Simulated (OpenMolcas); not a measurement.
**F5+: effect of the active space**

```json
{"Program": "OpenMolcas 26.06", "Method": "CASSCF or its RAS form", "Basis": "ANO-RCC-VTZP", "Scalar Hamiltonian": "DKH2, point nucleus", "Spin-orbit coupling": "state interaction with AMFI integrals over the reference wave functions, term energies averaged over their components"}
```

A. 2 electrons in 4 orbitals (2s 2p); 2S+1 = 3 even, 3 roots; 2S+1 = 1 even, 7 roots (6 in the spin-orbit step); 2S+1 = 3 odd, 3 roots; 2S+1 = 1 odd, 3 roots; cost about 9 core-seconds
B. 2 electrons in 8 orbitals (2s 2p 3s 3p); 2S+1 = 3 even, 3 roots; 2S+1 = 1 even, 6 roots; 2S+1 = 3 odd, 3 roots; 2S+1 = 1 odd, 3 roots; cost about 12 core-seconds
C. 2 electrons in 9 orbitals (RAS2 2s 2p; RAS3 3d, at most 2 electrons); 2S+1 = 3 even, 3 roots; 2S+1 = 1 even, 7 roots (6 in the spin-orbit step); 2S+1 = 3 odd, 3 roots; 2S+1 = 1 odd, 3 roots; cost about 19 core-seconds

Energies in cm-1 above 2s2 1S0, the measured ground level; measured values from Moore, Atomic Energy Levels, vol. I, NSRDS-NBS 35 (1971 reprint of NBS Circular 467, 1949).

```json
{"Level": "2s2 1S0", "A": "0.0", "B": "0.0", "C": "0.0", "Measured": "0.0"}
{"Level": "2s 2p 3P* 0", "A": "97468", "B": "97715", "C": "96557", "Measured": ""}
{"Level": "2s 2p 3P* 1", "A": "97745", "B": "97992", "C": "96833", "Measured": "96861"}
{"Level": "2s 2p 3P* 2", "A": "98303", "B": "98549", "C": "97390", "Measured": "97437"}
{"Level": "2s 2p 1P* 1", "A": "199267", "B": "198931", "C": "190201", "Measured": ""}
{"Level": "2p2 3P0", "A": "253589", "B": "253773", "C": "252653", "Measured": ""}
{"Level": "2p2 3P1", "A": "253863", "B": "254047", "C": "252927", "Measured": "251635"}
{"Level": "2p2 3P2", "A": "254407", "B": "254591", "C": "253470", "Measured": "252145"}
```

Deviations, from unrounded energies. A percentage is the sum of absolute deviations over the sum of measured energies, with the sign that they share, or ± where signs differ.

```tsv
Against measurement	Levels	A	B	C
mean absolute deviation (cm-1)	4	1600	1800	670
other configurations (%)	4	+0.9	+1.0	±0.4
```

C lies closest to measurement on these levels and B furthest from it. The largest miss of C in the table is 2p2 3P2, by +1300 cm-1. The ranking rests on the paired levels alone, and a cruder setting can come out closer through cancelling errors.

Among A to C the level of the table that moves most is 2s 2p 1P* 1, by 9100 cm-1 (lowest in C, highest in A).

Active for correlation alone: 3p 3s; no level in the range computed is led by a configuration that fills them, so any true level of that kind is missing (holds for B). Active for correlation alone: 3d; no level in the range computed is led by a configuration that fills it, so any true level of that kind is missing (holds for C). Measured partners are found by configuration, term and J. A level has none where our copy of the source lacks it or the pairing is in doubt (some pairs that miss far off the trend of their configuration count as doubtful), and it then counts in no deviation. Only configurations of the active space appear. Levels that lie high or do not pair safely by name in every column are left out.

* marks odd parity.
